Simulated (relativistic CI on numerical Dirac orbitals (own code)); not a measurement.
Hyperfine structure of Gd⁴⁸⁺, mass number 157

Method of calculation: Dirac-Coulomb-Breit CI, KLI orbitals optimised for each configuration, model QED, unscaled Slater integrals (own radial code, finite nucleus).

Configuration list (outside the closed core [Ne]): 3s²3p⁴, 3s3p⁵, 3s²3p³3d, 3p⁶, 3s3p⁴3d, 3p⁵3d, 3s3p³3d², 3s²3p²3d4p, 3p⁵4s, 3s3p³3d4s, 3s²3p³4s, 3p⁵4p, 3s²3p²3d², 3s²3p3d³, 3s3p²3d³, 3s²3p3d²4s, 3p⁴3d², 3p³3d³, 3p³3d²4s, 3s²3p²3d4s, 3s3p²3d²4s, 3s²3p3d4s². Double excitations out of closed p, d and f shells are left out; levels of such configurations are missing from the list, as are those of other unlisted configurations, and high levels can miss mixing partners.

Nuclear spin I = 3/2, μ = -0.3398 μN, Q = 1.35 b (tables of Stone and Pyykkö). The electronic factors are computed for point nuclear moments, without core polarisation or the Bohr-Weisskopf and QED corrections.

```json
{"Level": "3s²3p⁴ ³P2", "E (cm⁻¹)": "0", "A (GHz)": "-28.72", "B (GHz)": "37.2"}
{"Level": "3s²3p⁴ ³P1", "E (cm⁻¹)": "1387637", "A (GHz)": "17.31", "B (GHz)": "-168"}
{"Level": "3s²3p⁴ ¹D2", "E (cm⁻¹)": "1455835", "A (GHz)": "-76.1", "B (GHz)": "-374"}
{"Level": "3s3p⁵ ³P°2", "E (cm⁻¹)": "2583559", "A (GHz)": "-158.9", "B (GHz)": "-308"}
```

Levels with J = 0, under 50 % of one LS term, or S terms without an open s electron are left out. Small factors come from cancelling terms and can be off by tens of per cent or more.

At this charge energies of transitions that change n are usually good to better than 1 %, and those within a shell (Δn = 0) to a few per cent.

**Question.** Give the hyperfine levels of 3s²3p⁴ ³P2 relative to its centre of gravity.

**Answer.** With K = F(F + 1) − I(I + 1) − J(J + 1), E = AK/2 + B[¾K(K + 1) − I(I + 1)J(J + 1)]/[2I(2I − 1)J(2J − 1)]: F = 1/2: 161.8, F = 3/2: 86.15, F = 5/2: -8.885, F = 7/2: -76.85 GHz.

LS names give the leading component of a level, which can be under half, so a name can repeat, a term be missing and a line seem to break the LS rules.
